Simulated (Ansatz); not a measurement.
Ansatz results at the PBE0-D4/def2-TZVP geometry: HOMO energy (ωB97M-V/def2-TZVPP) -9.64 eV; size of the dipole moment (ωB97M-V/def2-TZVPP) 2.64 D; HOMO energy (PBE/def2-TZVPP) -5.83 eV.

Each molecule was computed in one conformer, which needn't be the lowest.

Question: Which molecule gave them?
A. `C#C[Si](C#C)(C#C)C#C`
B. `O[Si](F)(F)[SiH3]`
C. `CO[Si](C)(OC)O[SiH3]`
D. `CN[Si](F)(F)NC`

Answer: D. The others give `CO[Si](C)(OC)O[SiH3]`: -10.63, 1.37, -6.58; `C#C[Si](C#C)(C#C)C#C`: -10.44, 0.01, -7.00; `O[Si](F)(F)[SiH3]`: -11.13, 1.03, -7.76.
